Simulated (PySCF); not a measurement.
# Core-level binding energies of p-cresol

Compound: p-cresol, C7H8O.
Atom-mapped SMILES: `[CH3:1][c:2]1[cH:3][cH:4][c:5]([OH:6])[cH:7][cH:8]1`

The calculation used delta-SCF UKS SCAN, pcX-2 on the ionised atom, pcseg-1 elsewhere, spin-free X2C (PySCF 2.14.0). Binding energies are ΔSCF values: E(core-ionised, relaxed orbitals) − E(ground state) at a fixed geometry, referred to the vacuum level.

What binding energy does each computed site have?

```json
{"atom(s)": "C1", "environment": "benzylic-type carbon", "level": "C 1s", "binding energy (eV)": "290.62", "above the level's lowest (eV)": "+0.60", "count": "1"}
{"atom(s)": "C2", "environment": "substituted aromatic carbon", "level": "C 1s", "binding energy (eV)": "290.02", "above the level's lowest (eV)": "0.00", "count": "1"}
{"atom(s)": "C3/C8", "environment": "aromatic CH carbon", "level": "C 1s", "binding energy (eV)": "290.05", "above the level's lowest (eV)": "+0.03", "count": "2"}
{"atom(s)": "C4/C7", "environment": "aromatic CH carbon", "level": "C 1s", "binding energy (eV)": "290.08", "above the level's lowest (eV)": "+0.06", "count": "2"}
{"atom(s)": "C5", "environment": "aromatic carbon bearing oxygen", "level": "C 1s", "binding energy (eV)": "291.76", "above the level's lowest (eV)": "+1.74", "count": "1"}
{"atom(s)": "O6", "environment": "phenol-type oxygen", "level": "O 1s", "binding energy (eV)": "539.25", "above the level's lowest (eV)": "0.00", "count": "1"}
```

Lowest listed C 1s: C2, bonded to 2 C (aromatic in the SMILES) and C. Highest, 1.74 eV above it: C5, bonded to O and 2 C (aromatic in the SMILES). The values 290.02, 290.05 and 290.08 eV lie too close for their order to be trusted.

Express the binding energy of C 1s of C1 in atomic units and per mole.

290.62 eV = 10.6801 Eh = 28041 kJ/mol.

Which effective nuclear charge Zeff reproduces each element's mean 1s value in the hydrogen-like formula E = 13.606 eV × Zeff²?

C (Z = 6): mean 290.4 eV, Zeff = 4.62, Z − Zeff = 1.38; O (Z = 8): mean 539.3 eV, Zeff = 6.30, Z − Zeff = 1.70. Means run over the listed sites, weighted by atom count.

One atom of each set of topologically equivalent atoms was ionised and stands for the set; in this conformer not all members are related by symmetry, and their own values weren't computed. Spin contamination (⟨S²⟩ against 0.75 for a pure doublet) is marked for C 1s of C5 (0.86), which makes this value less certain. The structure is a single PBE0-D3(BJ)/def2-SVP conformer in the gas phase; no vibrational or solvent corrections.

The values belong to the conformer `[CH3:1][c:2]1[cH:3][cH:4][c:5]([OH:6])[cH:7][cH:8]1`: H–O6–C5–C4 0°.
